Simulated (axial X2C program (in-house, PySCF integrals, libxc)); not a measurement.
## Excited states of PbS by EOM-EE-CCSD

Computed with an axial X2C code built on PySCF integrals: two-component X2C with atomic mean-field Coulomb and Gaunt terms, Gaussian nuclei, basis Pb dyall-acv3z, S dyall-av3z with contracted cores.

R = 2.289 Å (near the PBE0 minimum at charge 0 of the determinant lowest at the starting distance; the state shown can have its own minimum elsewhere).

Hartree–Fock spinors of PbS (one of each Kramers pair; a window near the gap, which can cut inner shells):

```tsv
ω	occupied	ε (eV)	character
3/2	yes	-28.95	99% Pb d
1/2	yes	-23.68	64% S s, 11% Pb s, 10% Pb d
1/2	yes	-15.92	54% Pb s, 26% S p, 10% S s
1/2	yes	-9.55	45% S p, 39% Pb p, 10% Pb s
3/2	yes	-9.33	78% S p, 11% Pb p, 6% Pb d
1/2	yes	-9.21	71% S p, 18% Pb p, 5% Pb d
1/2	no	-0.27	61% Pb p, 14% S p, 12% Pb d
3/2	no	0.14	75% Pb p, 10% Pb d, 7% S p
1/2	no	0.51	62% Pb p, 36% Pb s
1/2	no	0.85	94% Pb p
1/2	no	1.05	53% Pb s, 34% Pb p, 8% Pb d
3/2	no	1.06	91% Pb p, 4% S d, 3% Pb d
```

Vertical excitation energies from the closed-shell determinant state of PbS:

```json
{"Ω": "1", "excitation (eV)": "2.368", "cm⁻¹": "19097", "hole of the leading pair": "78% S pπ, 11% Pb pπ", "particle of the leading pair": "58% Pb pπ, 18% S pπ, 10% S dπ", "weight of the pair (for Ω = 0 its time-reversed partner can hold as much again)": "0.84", "singles weight": "0.93"}
{"Ω": "0⁻", "excitation (eV)": "2.392", "cm⁻¹": "19296", "hole of the leading pair": "63% S pπ, 12% Pb pπ, 9% S pσ", "particle of the leading pair": "58% Pb pπ, 17% S pπ, 9% S dπ", "weight of the pair (for Ω = 0 its time-reversed partner can hold as much again)": "0.43", "singles weight": "0.93"}
{"Ω": "1", "excitation (eV)": "2.548", "cm⁻¹": "20549", "hole of the leading pair": "67% S pπ, 14% Pb pπ", "particle of the leading pair": "58% Pb pπ, 17% S pπ, 9% S dπ", "weight of the pair (for Ω = 0 its time-reversed partner can hold as much again)": "0.90", "singles weight": "0.93"}
{"Ω": "2", "excitation (eV)": "2.607", "cm⁻¹": "21026", "hole of the leading pair": "78% S pπ, 11% Pb pπ", "particle of the leading pair": "58% Pb pπ, 17% S pπ, 9% S dπ", "weight of the pair (for Ω = 0 its time-reversed partner can hold as much again)": "0.89", "singles weight": "0.91"}
{"Ω": "0⁺", "excitation (eV)": "2.697", "cm⁻¹": "21756", "hole of the leading pair": "38% S pσ, 26% Pb pσ, 19% S pπ", "particle of the leading pair": "58% Pb pπ, 16% S pπ, 9% S dπ", "weight of the pair (for Ω = 0 its time-reversed partner can hold as much again)": "0.46", "singles weight": "0.93"}
{"Ω": "0⁻", "excitation (eV)": "2.844", "cm⁻¹": "22935", "hole of the leading pair": "39% S pσ, 32% Pb pσ, 9% Pb sσ", "particle of the leading pair": "59% Pb pπ, 16% S pπ, 8% S dπ", "weight of the pair (for Ω = 0 its time-reversed partner can hold as much again)": "0.46", "singles weight": "0.95"}
{"Ω": "1", "excitation (eV)": "3.021", "cm⁻¹": "24369", "hole of the leading pair": "42% S pσ, 32% Pb pσ, 8% Pb sσ", "particle of the leading pair": "59% Pb pπ, 16% S pπ, 8% S dπ", "weight of the pair (for Ω = 0 its time-reversed partner can hold as much again)": "0.83", "singles weight": "0.94"}
{"Ω": "0⁺", "excitation (eV)": "3.349", "cm⁻¹": "27012", "hole of the leading pair": "46% S pπ, 21% Pb pπ, 11% Pb pσ", "particle of the leading pair": "59% Pb pπ, 15% S pπ, 9% S dπ", "weight of the pair (for Ω = 0 its time-reversed partner can hold as much again)": "0.24", "singles weight": "0.91"}
{"Ω": "3", "excitation (eV)": "3.407", "cm⁻¹": "27478", "hole of the leading pair": "78% S pπ, 11% Pb pπ", "particle of the leading pair": "69% Pb pπ, 11% S dπ, 11% S pπ", "weight of the pair (for Ω = 0 its time-reversed partner can hold as much again)": "0.91", "singles weight": "0.91"}
{"Ω": "0⁻", "excitation (eV)": "3.468", "cm⁻¹": "27968", "hole of the leading pair": "78% S pπ, 11% Pb pπ", "particle of the leading pair": "69% Pb pπ, 11% S dπ, 11% S pπ", "weight of the pair (for Ω = 0 its time-reversed partner can hold as much again)": "0.40", "singles weight": "0.90"}
{"Ω": "2", "excitation (eV)": "3.485", "cm⁻¹": "28109", "hole of the leading pair": "37% S pπ, 26% S pσ, 18% Pb pσ", "particle of the leading pair": "70% Pb pπ, 10% S dπ, 10% S pπ", "weight of the pair (for Ω = 0 its time-reversed partner can hold as much again)": "0.91", "singles weight": "0.92"}
```

This point took 24 s on 1 thread of Arm Neoverse V1 (shared host).

Reference electrons by ω block (each with its −ω partner): 1/2: 29, 3/2: 14, 5/2: 5, 7/2: 1. 10 electrons of PbS correlated (inner shells frozen), 88 natural virtual spinors (a truncated set); levels can be off by some tenths of an eV. Roots sought by Ω: (0: 5, 1: 4, 2: 3, 3: 1); the list ends where they run out and leaves out roots under 60 % singles weight. The solver can skip a root, and states that need a further excitation, which the method places far too high, are missing though they may lie low or lowest. T1 of the reference 0.029 (Lee–Taylor). Number of frozen shells: Pb 5 s, 4 p, 3 d, 1 f; S 2 s, 1 p. Large amplitudes in the reference (orbital relaxation or multireference character) lower the reliability.
